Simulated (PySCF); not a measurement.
Frontier orbitals and the lowest excitations

Compound: C4H10O2Si.
SMILES with atom numbers: `[CH3:1][CH2:2][C@H:3]1[CH2:4][O:5][SiH2:6][O:7]1` (hydrogens: H8, H9, H10 on C1; H11, H12 on C2; H13 on C3; H14, H15 on C4; H16, H17 on Si6)

Geometry (GFN2-xTB, Å), atoms numbered from 1 in this order:
```
atom  x, y, z in Å
C1     2.3240    0.3944    0.2354
C2     1.1789   -0.6044    0.1260
C3    -0.0504    0.0198   -0.5296
C4    -1.1954   -1.0069   -0.7212
O5    -2.3964   -0.4280   -0.3064
Si6   -2.1601    0.9692    0.5185
O7    -0.5485    1.0644    0.2664
H8     1.9942    1.2708    0.7871
H9     2.6499    0.7104   -0.7531
H10    3.1692   -0.0520    0.7533
H11    1.4863   -1.4694   -0.4658
H12    0.8970   -0.9487    1.1230
H13    0.2304    0.4510   -1.5000
H14   -1.0058   -1.8997   -0.1144
H15   -1.2918   -1.3055   -1.7686
H16   -2.4134    0.8080    1.9420
H17   -2.8751    2.0387   -0.1570
```

Computed, not measured: TDDFT CAM-B3LYP/def2-SVPD, vertical, gas phase, core orbitals frozen in the response (PySCF 2.14.0, density-fitted response routines).

Frontier orbitals with the atoms that hold most of them (Löwdin shares over 4%, at most four atoms; ? is withheld):

```tsv
orbital	ε (eV)	atoms
LUMO+2	1.82	Si6 26%, C1 13%, H11 10%, C2 8%
LUMO+1	1.28	Si6 37%, O5 16%, H16 12%, H17 11%
LUMO	?	Si6 28%, O7 9%, H16 6%, H17 6%
HOMO	-9.40	?
HOMO-1	-9.55	?
HOMO-2	-10.21	O5 20%, C3 19%, C4 18%, O7 10%
HOMO-3	-11.05	O7 38%, O5 25%, C1 10%, C2 6%
```

Give the leading atoms of the HOMO.

O7 (bonded to C and Si) 32%; O5 (bonded to C and Si) 20%; C3 (bonded to 2 C, O and H) 11%; C4 (bonded to C, O and 2 H) 8%. By element: oxygen 53%, carbon 19% or more.

Which atoms hold the HOMO-1, and with what shares?

O5 (bonded to C and Si) 30%; Si6 (bonded to 2 O and 2 H) 16%; O7 (bonded to C and Si) 14%; H16 (bonded to Si) 10%. By element: oxygen 45%, silicon 16%, hydrogen 10% or more.

What is the LUMO energy, and the HOMO–LUMO gap?

ε(LUMO) = 1.21 eV; the gap is 10.61 eV (0.3899 hartree).

The HOMO–LUMO gap is 10.61 eV. Where does the response calculation put the lowest singlet, and from which orbitals?

S1 is at 7.19 eV (f = 0.0012), 3.42 eV below the gap, made of HOMO-1→LUMO+1 (68%), HOMO-1→LUMO (20%). Its leading pair isn't HOMO and LUMO; the energies of that pair differ by 10.83 eV. 

Next come S2 at 7.43 eV (f 0.0003), HOMO→LUMO+1 (62%), HOMO→LUMO (13%), HOMO-1→LUMO (10%); S3 at 7.53 eV (f 0.0037), HOMO→LUMO (67%), HOMO-1→LUMO (8%), HOMO→LUMO+3 (8%); S4 at 7.66 eV (f 0.043), HOMO-1→LUMO (37%), HOMO→LUMO+1 (22%), HOMO-1→LUMO+1 (16%); S5 at 8.41 eV (f 0.0024), HOMO-2→LUMO (47%), HOMO-2→LUMO+1 (27%).

Löwdin shares depend on the basis, the more so with diffuse functions.

One conformer stands for the species.
